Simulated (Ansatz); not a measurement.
Potential energy curve for NH (cation, charge +1), lowest doublet found (which spin is the ground state isn't settled by this scan).

Levels: UHF/aug-cc-pVTZ (Ansatz, a first-principles code); UMP2 = MP2 on UHF/aug-cc-pVTZ, frozen core run with Ansatz; UKS-CAM-B3LYP = unrestricted CAM-B3LYP/aug-cc-pVTZ (Ansatz); UKS-PBE0 = unrestricted PBE0/aug-cc-pVTZ (Ansatz); UKS-PBE = Ansatz with unrestricted PBE/aug-cc-pVTZ; FCI = Ansatz with full CI/aug-cc-pVTZ, frozen core.

All curves are set to zero at 1.06 Å and compared with full CI in the same basis at 1.06, 1.10, 1.15, 1.20, 1.28, 1.37, 1.49, 1.62, 1.82, 2.03, 2.26, 2.55, 2.94, 3.46 Å.

### Question
Which method stays most parallel to full CI over these points, and which least?

### Answer
UMP2 has the smallest spread and UKS-PBE the largest. In order (eV): UMP2 0.5756, UKS-CAM-B3LYP 0.9354, UKS-PBE0 1.2036, UHF 1.2044, UKS-PBE 1.7220.

Errors against full CI at some of the points (eV):

```
method         1.37 Å  1.62 Å  2.03 Å  2.55 Å  3.46 Å
-------------  ------  ------  ------  ------  ------
UMP2            0.080   0.298  -0.006  -0.222  -0.277
UKS-CAM-B3LYP  -0.092  -0.176  -0.473  -0.856  -0.931
UKS-PBE0       -0.088  -0.178  -0.534  -0.988  -1.204
UHF             0.154   0.101  -0.448  -0.826  -1.033
UKS-PBE        -0.221  -0.406  -0.788  -1.358  -1.722
```

The unrestricted determinant behind UHF, UMP2, UKS-CAM-B3LYP, UKS-PBE0, UKS-PBE is spin-contaminated at 0.74 to 3.46 Å (<S²> up to 1.8, against 0.75 for a pure doublet).
